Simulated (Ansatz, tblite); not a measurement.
Removing an electron: [ZnF4]2- (ZnF4²⁻). The state is a singlet with charge -2. Geometry: PBE0-D4/def2-SVPD. Ansatz, gas phase; energy differences of separate SCF runs; the oxidised species was run as a doublet alone.

```xyz
5

Zn    0.0000    0.0000    0.0000
F    -0.9361    0.1434    1.7106
F     0.9012    1.6899   -0.3934
F    -1.2879   -0.3969   -1.4165
F     1.3228   -1.4364    0.0994
```

The xTB rows come from tblite. Correlated methods freeze 13 core orbitals. The rows differ in basis, and correlated rows in double-zeta sets carry the largest basis error. In CCSD on the charge -1 doublet the largest single amplitude is 0.28, so its Hartree–Fock determinant may place the open shell otherwise than the density functionals do. A multiply charged anion in the gas phase is held together partly by the finite basis. HOMO above LUMO, or a gap near zero within one spin, warns that the state may not be the lowest or that an electron is smeared out.

| level | −HOMO (eV) | vertical IE (eV) | −LUMO (eV) | HOMO–LUMO gap (eV) | remarks |
| --- | --- | --- | --- | --- | --- |
| GFN2-xTB | 1.47 | 4.84 | -5.05 | 6.52 | – |
| PBE-D4/def2-TZVPD | -2.72 | 0.32 | -6.25 | 3.53 | HOMO above zero (-2 singlet), gap within one spin near zero (-1 doublet) |
| r2SCAN-D4/def2-TZVPD | -2.45 | 0.55 | -6.58 | 4.14 | HOMO above zero (-2 singlet) |
| CCSD/def2-SVPD | – | 2.54 | – | – | large T1 (0.047) (-1 doublet) |

(1) Estimate the rows for GFN1-xTB, PBE0-D4/def2-TZVPD, CCSD(T)/def2-SVPD.

Results:

(1) 
```
             level  −HOMO (eV)  vertical IE (eV)  −LUMO (eV)  HOMO–LUMO gap (eV)                        remarks
          GFN1-xTB        1.21              4.54       -3.40                4.61                              –
PBE0-D4/def2-TZVPD       -0.84              1.20       -6.54                5.70   HOMO above zero (-2 singlet)
 CCSD(T)/def2-SVPD           –              2.53           –                   –  large T1 (0.047) (-1 doublet)
```

Run but left out: HF/def2-SVPD, MP2/def2-SVPD (charge -1 doublet: a determinant that CCSD turns far, T1 0.047).  A HOMO above zero means that the electron is unbound at that level or that self-interaction error raises the level; the energy of removing that electron tells which. Raw xTB energy differences between charge states are shifted by several eV; the methods need an empirical correction for them.
